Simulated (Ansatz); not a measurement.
Geometry optimisation, Ansatz 0.2.0, RKS PBE/def2-SVP.

Input file:

```yaml
crystal:
  periodic: [false, false, false]
  atoms:
    - { symbol: B, position_ang: [-0.999, 2.2813, 1.0368] }
    - { symbol: B, position_ang: [-1.1442, 0.8547, 0.2597] }
    - { symbol: C, position_ang: [0.1378, -0.0072, 0.0092] }
    - { symbol: O, position_ang: [-0.1076, -1.1913, -0.6449] }
    - { symbol: C, position_ang: [0.9798, -1.9822, -0.8724] }
    - { symbol: H, position_ang: [-0.0039, 2.7512, 1.3958] }
    - { symbol: H, position_ang: [-1.9995, 2.9663, 1.2017] }
    - { symbol: H, position_ang: [-2.1534, 0.4786, -0.1127] }
    - { symbol: H, position_ang: [0.8777, 0.6139, -0.5498] }
    - { symbol: H, position_ang: [0.6244, -0.2236, 1.041] }
    - { symbol: H, position_ang: [0.6781, -2.9093, -1.3562] }
    - { symbol: H, position_ang: [1.7252, -1.431, -1.4868] }
    - { symbol: H, position_ang: [1.405, -2.236, 0.0934] }
basis:
  gaussian: { orbitals: def2-SVP }
hamiltonian:
  xc: pbe
relax:
  f_tol: 0.02
  max_steps: 50
```

Command:

```bash
$ ansatz run input.yaml --threads 2 --pin off --max-ram 3072MiB --backend cpu --events-out ev --progress --plain --runs-dir out
```

Where does it end, and by what steps?

It converged. The force dipped under the threshold on the way, but the program's further checks kept it going. After 22 steps the energy has fallen by 0.977 eV; H6 moved furthest, 1.39 Å.

| step | energy less start (eV) | largest force component (eV/Å) | accepted |
| --- | --- | --- | --- |
| 0 | 0.0000 | 1.986 | yes |
| 1 | -0.3924 | 0.696 | yes |
| 2 | -0.4024 | 0.824 | yes |
| 3 | -0.4398 | 0.271 | yes |
| 4 | -0.4513 | 0.318 | yes |
| 5 | -0.4948 | 0.408 | yes |
| 6 | -0.5764 | 0.792 | yes |
| 7 | -0.7014 | 0.721 | yes |
| 8 | -0.8127 | 0.654 | yes |
| 9 | -0.9044 | 0.335 | yes |
| 10 | -0.9382 | 0.159 | yes |
| 11 | -0.9432 | 0.330 | yes |
| 12 | -0.9613 | 0.322 | yes |
| 13 | -0.9562 | 0.329 | no |
| 14 | -0.9683 | 0.100 | yes |
| 15 | -0.9734 | 0.052 | yes |
| 16 | -0.9748 | 0.074 | yes |
| 17 | -0.9755 | 0.030 | yes |
| 18 | -0.9762 | 0.012 | yes |
| 19 | -0.9766 | 0.038 | yes |
| 20 | -0.9766 | 0.051 | yes |
| 21 | -0.9768 | 0.032 | yes |
| 22 | -0.9769 | 0.011 | yes |

```xyz
13
Properties=species:S:1:pos:R:3
B -1.081 2.398 1.026
B -0.977 0.989 0.187
C 0.198 -0.038 0.054
O -0.113 -1.173 -0.725
C 0.960 -2.073 -0.842
H -0.808 3.482 0.531
H -1.552 2.442 2.153
H -2.009 0.742 -0.434
H 1.077 0.528 -0.370
H 0.554 -0.327 1.082
H 0.625 -2.924 -1.468
H 1.855 -1.607 -1.329
H 1.291 -2.472 0.150
```

Whether the end is a true minimum wasn't checked by a vibrational analysis.

Time of the run: 49 s on 2 threads of Arm Neoverse V1, with other jobs on the host, peak memory 0.14 GiB.
